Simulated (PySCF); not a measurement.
AlClBr₂, SMILES [Cl][Al]([Br])[Br]. Heavy atoms are numbered as in [Al:1]([Cl:2])([Br:3])[Br:4].

Geometry: r2SCAN-D4/def2-SVP. The structure was generated by enumeration; whether it is a known compound was not checked.

These are PBE/pcSseg-1 (PySCF) values and carry that method's errors.

GIAO shieldings, no solvent; atoms alike by connectivity are averaged. δ = σ(ref) − σ: ³⁵Cl against HCl (σ = 936.5 ppm), references at their B3LYP-D3(BJ)/def2-TZVP geometries, non-relativistic (without spin–orbit terms, shifts of atoms bonded to Cl or Br come out too high).

Computed chemical shifts:
```csv
nucleus,atoms,count,δ (ppm)
³⁵Cl,Cl2,1,108.4
```
